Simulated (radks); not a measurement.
Q: The mean radii <r> (bohr) of the occupied orbitals of an atom or ion are listed with their occupations. Method: scalar-relativistic Kohn-Sham, PBE, spin-polarised, spherical densities, finite nucleus; Fermi nuclear charge, rms radius of each element as measured or else 0.836 A^(1/3) + 0.57 fm; computed with a radial shooting solver on a logarithmic mesh with Libxc functionals.

orbital  occ.      <r>
1s up       1  0.05844
1s down     1  0.05844
2s up       1   0.2643
2s down     1   0.2642
2p up       3   0.2326
2p down     3   0.2325
3s up       1   0.6914
3s down     1   0.6925
3p up       1   0.6870

Name the element and its charge. Open shells, if any, are filled with parallel spins first.

A: Z = 26, iron, charge +13: Fe13+ in [Ne] 3s2 3p1. The 1s radius gives Z: for a bare nucleus <r> = (2 gamma + 1)/(2Z) with gamma = sqrt(1 - (Z/c)^2), 0.05699 bohr for Z = 26, and screening makes it slightly larger (0.05844 here). The occupations add up to 13, and the charge is Z minus that.
